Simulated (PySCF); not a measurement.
**Frontier orbitals and the lowest excitations**

Methylcycloheptane, C₈H₁₆.
Cartesian coordinates in Å at the PBE0-D3(BJ)/def2-SVP level; atoms count from 1:
```
atom  x, y, z in Å
C1    -2.418    0.468    0.663
C2    -1.270    0.128   -0.282
C3    -0.650   -1.216    0.122
C4     0.717   -1.553   -0.474
C5     1.893   -1.000    0.332
C6     2.068    0.514    0.313
C7     0.834    1.338    0.676
C8    -0.266    1.288   -0.387
H9    -2.042    0.686    1.677
H10   -3.127   -0.370    0.751
H11   -2.979    1.350    0.318
H12   -1.700   -0.001   -1.292
H13   -1.374   -2.007   -0.135
H14   -0.563   -1.254    1.223
H15    0.823   -2.649   -0.516
H16    0.775   -1.210   -1.523
H17    2.828   -1.463   -0.026
H18    1.774   -1.336    1.378
H19    2.401    0.826   -0.694
H20    2.895    0.776    0.994
H21    1.150    2.385    0.809
H22    0.440    1.023    1.659
H23   -0.840    2.229   -0.372
H24    0.221    1.262   -1.376
```

The calculation used TDDFT CAM-B3LYP/def2-SVPD, vertical, gas phase, core orbitals frozen in the response in PySCF 2.14.0, density-fitted response routines.

Kohn–Sham orbitals with the atoms that hold most of them (Löwdin shares over 4%, at most four atoms; ? is withheld):

```csv
orbital,ε (eV),atoms
HOMO-3,-10.27,"C6 14%, C5 13%, C8 10%, C4 10%"
HOMO-2,-9.99,"C2 13%, C8 12%, C3 11%, C1 10%"
HOMO-1,-9.89,?
HOMO,?,?
LUMO,1.40,"C1 8%, C7 6%, C6 6%, C3 6%"
LUMO+1,1.78,"H16 11%, H22 10%, H24 9%, H9 8%"
LUMO+2,1.83,"C1 12%, C5 11%, H17 8%, H11 8%"
```

Problem. Give the leading atoms of the HOMO.

Solution. C2 (bonded to 3 C and H) 15%; C7 (bonded to 2 C and 2 H) 13%; C8 (bonded to 2 C and 2 H) 9%; H12 (bonded to C) 8%. By element: carbon 37% or more, hydrogen 8% or more.

Problem. Give the leading atoms of the HOMO-1.

Solution. C3 (bonded to 2 C and 2 H) 15%; C8 (bonded to 2 C and 2 H) 12%; C4 (bonded to 2 C and 2 H) 10%; C2 (bonded to 3 C and H) 9%.

Problem. What is the HOMO energy, and the HOMO–LUMO gap?

Solution. ε(HOMO) = -9.75 eV; the gap is 11.15 eV (0.4099 hartree).

Problem. The HOMO–LUMO gap is 11.15 eV. Where does the response calculation put the lowest singlet, and from which orbitals?

Solution. S1 is at 8.37 eV (f = 0.0017), 2.78 eV below the gap, made of HOMO→LUMO (84%). Without the coupling terms of the response equations the lowest excitation would equal the gap.

Problem. One configuration dominates each of S1, S2 and S3. Which, and how do the shares of the two leading atoms of either orbital change from the occupied to the empty one?

Solution. 
- S1 (8.37 eV, f 0.0017), HOMO→LUMO (84%): C2 15% → at most 6%, C7 13% → 6%, C1 at most 8% → 8%
- S2 (8.47 eV, f 0.0048), HOMO-1→LUMO (77%): C3 15% → 6%, C8 12% → at most 6%, C1 at most 10% → 8%, C7 at most 10% → 6%
- S3 (8.57 eV, f 0.013), HOMO-2→LUMO (71%): C2 13% → at most 6%, C8 12% → at most 6%, C1 10% → 8%, C7 at most 10% → 6%

On one thread, Arm Neoverse N1 (shared host), this took 18 min of wall time.

One conformer stands for the species.
